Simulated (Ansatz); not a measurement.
Ga(Me)2(SH) (C2H7GaS), SMILES [CH3][Ga]([CH3])[SH].

Geometry optimised at B3LYP-D3(BJ)/def2-SVP. The structure was generated by enumeration; whether it is a known compound was not checked. Other conformers were not sampled.

Two levels are set side by side: PBE/def2-SVPD (Ansatz, an electronic-structure program) and CAM-B3LYP/def2-SVPD (Ansatz). Energy differences of separate SCF runs at the same geometry; the states with an electron removed or added have multiplicity 2 and 2. Differences are taken from unrounded values.

```json
[
 {"quantity": "vertical ionisation energy (eV)", "CAM-B3LYP": "9.59"},
 {"quantity": "vertical singlet–triplet gap (eV)", "CAM-B3LYP": "5.28"}
]
```

**Question.** What does PBE give, and how far is it from CAM-B3LYP? (Estimate from the structure and the level; the computed values follow.)

**Answer.** 
```csv
quantity,PBE,PBE minus CAM-B3LYP
vertical ionisation energy (eV),9.23,-0.35
vertical singlet–triplet gap (eV),4.83,-0.45
```
